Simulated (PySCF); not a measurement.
Compound: C6H10O (charge +1 and doublet state).
Structure used (GFN2-xTB), in Å, numbered top down from 1:
```xyz
17
C6H10O angstrom
C     -2.9196    0.2429    0.7539
C     -1.6503    0.6936    0.6388
C     -0.5451   -0.0926    0.2000
C     -0.6840   -1.5150   -0.1818
C      0.7071    0.5313    0.1290
O      1.7578   -0.1055   -0.2645
C      3.0184    0.5199   -0.3306
H     -3.1981   -0.7725    0.5258
H     -3.7095    0.8964    1.0840
H     -1.4420    1.7252    0.8915
H      0.2737   -1.9459   -0.4570
H     -1.3708   -1.6183   -1.0238
H     -1.1131   -2.0945    0.6366
H      0.8013    1.5807    0.4103
H      3.3732    0.4565   -1.3631
H      3.7089   -0.0516    0.2958
H      2.9849    1.5613   -0.0064
```

The hyperfine couplings belong to this conformer and change with its torsions.

Identity: `[CH2+][CH]/C(C)=C/OC` [radical] (charge +1).

Method: PySCF, UKS B3LYP, pcH-1 on C H O, non-relativistic, mean-field spin-orbit, GIAO. Geometry: GFN2-xTB, one conformer, isolated ion. The geometry wasn't refined by DFT: couplings that depend on bond lengths, twists or pyramidal angles can differ widely from those at the functional's own minimum, by a factor of two or more for some ions and for spin on atoms past the first row. The SCF solution wasn't tested for stability.

The largest Mulliken spin populations are on C1 (+0.46), C3 (+0.29), C5 (+0.21) and O6 (+0.18). Four atoms exceed +0.15. The positive populations add up to 1.19 and the negative ones to -0.19, together 2S = 1.

(1) Test a(H) = Q·ρ(C) for the protons on planar carbons with a spin population beyond ±0.08.

(2) Leave H14 and its like out of the fit. How well does the relation then predict its coupling?

Results:

(1) 
```json
{"H": "H8", "C": "C1", "ρ(C)": "+0.456", "a(H) (G)": "-9.98", "a/ρ (G)": "-21.9"}
{"H": "H9", "C": "C1", "ρ(C)": "+0.456", "a(H) (G)": "-10.35", "a/ρ (G)": "-22.7"}
{"H": "H10", "C": "C2", "ρ(C)": "-0.113", "a(H) (G)": "+1.70", "a/ρ (G)": "-15.1"}
{"H": "H14", "C": "C5", "ρ(C)": "+0.206", "a(H) (G)": "-5.98", "a/ρ (G)": "-29.0"}
```

A least-squares line through the origin gives Q = -22.7 G with Mulliken populations. In every row coupling and population have opposite signs. Where ρ is negative the coupling is positive.

(2) The other protons give Q = -22.1 G, so a = -22.1 × 0.206 = -4.55 G, against the computed -5.98 G.

Couplings in gauss use g_iso = 2.0033.

The SMILES draws the unpaired electron on C2; the largest computed Mulliken spin population is on C1 (0.46 against -0.11).
